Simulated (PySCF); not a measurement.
# Calculated NMR parameters of F[C@@]12CCC[C@@H](CC1)C2

| Quantity | Value |
| --- | --- |
| Formula | C8H13F |
| SMILES | F[C@@]12CCC[C@@H](CC1)C2 |
| InChI | InChI=1S/C8H13F/c9-8-4-1-2-7(6-8)3-5-8/h7H,1-6H2/t7-,8-/m0/s1 |
| Point group of the computed structure | C1 |
| Degrees of unsaturation | 2 |
| Carbon signals | 8 |
| Proton signals | 13 |

Molfile (atoms numbered from 1):
```
C8H13F
     RDKit          3D

 22 23  0  0  0  0  0  0  0  0999 V2000
   -0.7533   -2.6388   -0.0207 F   0  0  0  0  0  0  0  0  0  0  0  0
   -0.3976   -1.3128   -0.1682 C   0  0  1  0  0  0  0  0  0  0  0  0
    1.1124   -1.2322   -0.3530 C   0  0  0  0  0  0  0  0  0  0  0  0
    1.5582    0.2053   -0.6216 C   0  0  0  0  0  0  0  0  0  0  0  0
    0.8862    1.2088    0.3165 C   0  0  0  0  0  0  0  0  0  0  0  0
   -0.6152    0.9355    0.4591 C   0  0  1  0  0  0  0  0  0  0  0  0
   -1.3133    0.8242   -0.9145 C   0  0  0  0  0  0  0  0  0  0  0  0
   -1.1656   -0.6579   -1.3243 C   0  0  0  0  0  0  0  0  0  0  0  0
   -0.8141   -0.4694    1.0303 C   0  0  0  0  0  0  0  0  0  0  0  0
    1.5872   -1.6281    0.5603 H   0  0  0  0  0  0  0  0  0  0  0  0
    1.4071   -1.8946   -1.1826 H   0  0  0  0  0  0  0  0  0  0  0  0
    1.3114    0.4667   -1.6644 H   0  0  0  0  0  0  0  0  0  0  0  0
    2.6542    0.2835   -0.5488 H   0  0  0  0  0  0  0  0  0  0  0  0
    1.0529    2.2339   -0.0536 H   0  0  0  0  0  0  0  0  0  0  0  0
    1.3488    1.1594    1.3175 H   0  0  0  0  0  0  0  0  0  0  0  0
   -1.0736    1.7139    1.0878 H   0  0  0  0  0  0  0  0  0  0  0  0
   -0.8786    1.5174   -1.6512 H   0  0  0  0  0  0  0  0  0  0  0  0
   -2.3755    1.0940   -0.8189 H   0  0  0  0  0  0  0  0  0  0  0  0
   -2.1414   -1.1600   -1.3989 H   0  0  0  0  0  0  0  0  0  0  0  0
   -0.6546   -0.7972   -2.2889 H   0  0  0  0  0  0  0  0  0  0  0  0
   -1.8723   -0.6659    1.2674 H   0  0  0  0  0  0  0  0  0  0  0  0
   -0.2125   -0.6764    1.9286 H   0  0  0  0  0  0  0  0  0  0  0  0
  2  1  1  1
  2  3  1  0
  3  4  1  0
  4  5  1  0
  5  6  1  0
  6  7  1  0
  7  8  1  0
  6  9  1  0
  8  2  1  0
  9  2  1  0
  3 10  1  0
  3 11  1  0
  4 12  1  0
  4 13  1  0
  5 14  1  0
  5 15  1  0
  6 16  1  1
  7 17  1  0
  7 18  1  0
  8 19  1  0
  8 20  1  0
  9 21  1  0
  9 22  1  0
M  END
```

- NMR shieldings at B3LYP/pcSseg-1/GIAO
- PBE0-D3(BJ)/def2-SVP structure
- program: PySCF 2.14
- in vacuum, a single conformation, no relativistic terms

Shifts are taken against calculated references (same method and geometry level): 1H and 13C against TMS; 19F vs CFCl3.

| carbon | δC, type | δH (multiplicity) | HMBC from (2–3 bonds) | span of the C tensor (ppm) |
| --- | --- | --- | --- | --- |
| C2 | 100.9, C | – | H16, H18, H21, H19, H11, H10, H20, H13, H12, H17, H22 | 95 |
| C3 | 41.5, CH2 | H10 1.63 (m); H11 1.66 (m) | H21, H19, H20, H13, H12, H14, H15, H22 | 29 |
| C4 | 23.4, CH2 | H12 1.46 (m); H13 1.54 (m) | H16, H11, H10, H14, H15 | 20 |
| C5 | 35.4, CH2 | H14 1.26 (m); H15 1.20 (m) | H16, H18, H21, H11, H10, H13, H12, H17, H22 | 25 |
| C6 | 38.7, CH | 1.92 (m) | H18, H21, H19, H20, H13, H12, H14, H17, H15, H22 | 15 |
| C7 | 30.1, CH2 | H17 1.24 (m); H18 1.89 (m) | H16, H21, H19, H20, H14, H15, H22 | 36 |
| C8 | 36.9, CH2 | H19 1.82 (m); H20 1.58 (m) | H16, H18, H21, H11, H10, H17, H22 | 45 |
| C9 | 46.7, CH2 | H21 1.89 (m); H22 1.17 (m) | H16, H18, H19, H11, H10, H20, H14, H17, H15 | 25 |

Other nuclei:
| atoms | nucleus | environment | δ (ppm) | σ (ppm) |
| --- | --- | --- | --- | --- |
| F1 | 19F | fluorine on an sp3 carbon | -176.7 | 348.7 |

1. Carbon types of the structure: 1 × C, 1 × CH, 6 × CH2, which accounts for all hydrogens.
2. δC 100.9: fully substituted sp3 carbon bonded to F; deshielded by the electronegative neighbour.
3. δC 46.7, 41.5, 36.9, 35.4, 30.1, 23.4: sp3 CH2 in a ring; aliphatic region, no heteroatom directly attached.
4. δC 38.7: sp3 CH in a ring; aliphatic region, no heteroatom directly attached.
5. δH 1.92: hydrogen on an sp3 CH in a ring; far from electronegative atoms and π systems.
6. δH 1.89, 1.89, 1.82, 1.66, 1.63, 1.58, 1.54, 1.46, 1.26, 1.24, 1.20, 1.17: hydrogen on an sp3 CH2 in a ring.

Splittings by 19F in the carbon and heteronuclear signals aren't shown, as no couplings were computed. Shifts are as computed. Against solution values, carbons near 30 ppm lie about +2 ppm off and those near 130 ppm about +6 ppm. Of 1211 compounds with measured shifts, 218 miss one by over three times the rms of a fit or turn the order of signals round; such compounds aren't used in these exercises. Unscaled 19F shifts against computed CFCl3 carry errors that often reach 10 to 50 ppm. No couplings were computed; multiplicities are counted from neighbouring protons, with m where these are inequivalent, close in shift, in a saturated or five-membered ring or joined by F or P, and br s for small geminal =CH2 splittings.
